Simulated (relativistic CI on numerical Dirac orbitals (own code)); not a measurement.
# Cs II: computed level list

Calculated at this level of theory: Dirac-Coulomb-Breit CI, separate exchange-only KLI orbitals for each configuration, model QED, valence Slater integrals scaled by 0.85, P86 correlation energy added to each configuration (own radial code, finite nucleus).

Configurations in the expansion (outside the closed core [Kr] 4d10): 5s²5p⁶, 5s²5p⁵6s, 5s²5p⁵5d, 5s²5p⁵6p, 5s²5p⁵7s, 5s²5p⁵6d, 5s5p⁶5d, 5s²5p⁵4f, 5s²5p⁵7p, 5s²5p⁵8s, 5s²5p⁵5f, 5s²5p⁵7d, 5s²5p⁵8p, 5s²5p⁵5g, 5s²5p⁵6f. Double excitations out of closed p, d and f shells are left out; levels of such configurations are missing from the list, as are those of other unlisted configurations, and high levels can miss mixing partners.

```tsv
No.	Configuration	Term	J	E (cm⁻¹)	%	Next component (%)	Landé g
1	5s²5p⁶	¹S	0	0.0	100		
2	5s²5p⁵5d	³P°	0	108856.5	97	3 5s²5p⁵6s ³P°	
3	5s²5p⁵6s	³P°	2	109367.7	71	25 5s²5p⁵5d ³P°	1.485
4	5s²5p⁵5d	³P°	1	109419.7	71	15 5s²5p⁵6s ³P°	1.420
5	5s²5p⁵6s	¹P°	1	113508.2	51	25 ³P°	1.223
6	5s²5p⁵5d	³F°	4	113619.5	100		1.250
7	5s²5p⁵5d	³P°	2	114771.0	54	29 5s²5p⁵6s ³P°	1.435
8	5s²5p⁵5d	³F°	3	115525.3	75	16 ¹F°	1.092
9	5s²5p⁵5d	³F°	2	117809.5	46	33 ¹D°	0.882
10	5s²5p⁵5d	³D°	3	120083.4	60	40 ¹F°	1.200
11	5s²5p⁵6s	³P°	0	125436.4	97	3 5s²5p⁵5d ³P°	
12	5s²5p⁵5d	³D°	1	125661.6	55	21 5s²5p⁵6s ³P°	0.834
13	5s²5p⁵6s	³P°	1	126328.8	39	30 5s²5p⁵5d ³D°	1.067
14	5s²5p⁵6p	³S	1	127952.8	76	21 ³P	1.869
15	5s²5p⁵5d	³F°	2	129176.9	54	30 ¹D°	0.845
16	5s²5p⁵6p	³D	2	129630.2	52	40 ¹D	1.123
17	5s²5p⁵6p	³D	3	130349.5	100		1.334
18	5s²5p⁵5d	³D°	2	130483.8	50	29 ¹D°	1.188
19	5s²5p⁵6p	¹P	1	131398.6	57	21 ³D	1.020
20	5s²5p⁵5d	¹F°	3	131470.1	43	31 ³D°	1.125
21	5s²5p⁵6p	³P	2	132012.9	73	25 ¹D	1.368
22	5s²5p⁵6p	¹S	0	134333.9	53	46 ³P	
23	5s²5p⁵5d	¹P°	1	141542.6	55	28 5s²5p⁵6d ¹P°	0.959
24	5s²5p⁵6p	³D	1	143446.2	72	26 ¹P	0.655
25	5s²5p⁵6p	³P	1	144912.9	59	19 ³S	1.459
26	5s²5p⁵6p	³D	2	144992.9	46	34 ¹D	1.177
27	5s²5p⁵6p	³P	0	146239.5	54	43 ¹S	
28	5s²5p⁵7s	³P°	2	150100.3	98	1 5s²5p⁵6d ³P°	1.499
29	5s²5p⁵7s	¹P°	1	150612.2	62	35 ³P°	1.187
30	5s²5p⁵6d	³P°	0	152178.4	99		
31	5s²5p⁵6d	³P°	1	152726.6	77	20 ³D°	1.293
32	5s²5p⁵6d	³F°	4	152981.7	100		1.250
33	5s²5p⁵6d	³P°	2	153347.3	54	32 ³D°	1.334
34	5s²5p⁵6d	³F°	3	153360.6	58	31 ¹F°	1.082
35	5s²5p⁵6d	¹D°	2	153882.2	51	25 ³F°	0.959
36	5s²5p⁵6d	³D°	3	154234.4	66	33 ¹F°	1.220
37	5s²5p⁵7p	³S	1	156750.9	68	28 ³P	1.825
38	5s²5p⁵7p	³D	2	157198.8	50	42 ¹D	1.121
39	5s²5p⁵7p	³D	3	157436.4	100		1.334
40	5s²5p⁵7p	¹P	1	157874.3	62	17 ³D	1.033
41	5s²5p⁵7p	³P	2	158088.8	75	24 ¹D	1.377
42	5s²5p⁵7p	¹S	0	159582.8	55	39 ³P	
43	5s²5p⁵6d	³D°	1	159688.3	45	16 ¹P°	0.816
44	5s²5p⁵4f	³D	1	160935.3	99		0.499
45	5s²5p⁵4f	³D	2	161158.7	78	15 ¹D	1.113
46	5s²5p⁵4f	³G	5	161456.1	100		1.200
47	5s²5p⁵4f	³G	4	161594.2	49	49 ¹G	1.026
48	5s²5p⁵4f	³D	3	161615.3	49	29 ³F	1.188
49	5s²5p⁵4f	¹D	2	161839.2	49	45 ³F	0.847
50	5s²5p⁵4f	¹F	3	161965.4	41	30 ³F	0.960
51	5s²5p⁵4f	³F	4	162007.8	71	17 ¹G	1.187
52	5s²5p⁵7s	³P°	0	164206.9	100		
53	5s²5p⁵7s	³P°	1	164386.2	61	33 ¹P°	1.317
54	5s²5p⁵8s	³P°	2	165269.4	97	1 5s²5p⁵7d ³P°	1.495
55	5s²5p⁵8s	¹P°	1	165588.8	62	33 ³P°	1.179
56	5s²5p⁵7d	³P°	1	166609.4	71	10 ¹P°	1.298
57	5s²5p⁵7d	³P°	2	166670.2	35	20 ³D°	1.305
58	5s²5p⁵7d	³P°	0	166678.0	99		
59	5s²5p⁵7d	³F°	3	166859.1	48	26 ¹F°	1.094
60	5s²5p⁵6d	³F°	2	166862.9	39	21 5s²5p⁵7d ¹D°	0.859
61	5s²5p⁵7d	³F°	4	166946.1	100		1.250
62	5s²5p⁵7d	³D°	3	167349.3	60	38 ¹F°	1.202
63	5s²5p⁵7d	³D°	1	167415.3	33	25 ¹P°	0.809
64	5s²5p⁵6d	³F°	2	167539.7	35	26 5s²5p⁵7d ¹D°	0.881
65	5s²5p⁵6d	³P°	2	167855.1	30	23 ³D°	1.286
66	5s²5p⁵6d	³F°	3	167856.9	34	28 ¹F°	1.124
67	5s²5p⁵8p	³S	1	168461.6	65	28 ³P	1.801
68	5s²5p⁵8p	³D	2	168768.1	50	42 ¹D	1.125
69	5s²5p⁵8p	³D	3	168887.8	100		1.334
70	5s²5p⁵8p	¹P	1	169088.0	61	19 ³P	1.026
```

Energies count from the lowest computed level; ° marks odd parity.

The mean weight of the leading LS term, summed over parents, in these 70 levels is 66 %, and that of the leading jj configuration (from the same eigenvectors) 83 %, so jj coupling describes them better and the LS labels are nominal.

For a near-neutral ion this model can misplace configurations by up to about 10,000 cm⁻¹ (more where the count of f electrons changes) and terms by 10 to 25 % of their spread. Rates follow the energies as ν³ (E1, M1) or ν⁵ (E2), so they and the lifetimes can be off by large factors. The fine structure of a lone outer electron comes out too small, for d and f at times inverted, and misplaced configurations move strength between like terms. 6 of the 13 excited levels that our extract of the measured tables holds in this range could be paired (the sources list more); they are missed by 2259 cm⁻¹ on average and 3453 at most, and levels without a partner can miss by more.

LS names give the leading component of a level, which can be under half, so a name can repeat, a term be missing and a line seem to break the LS rules.
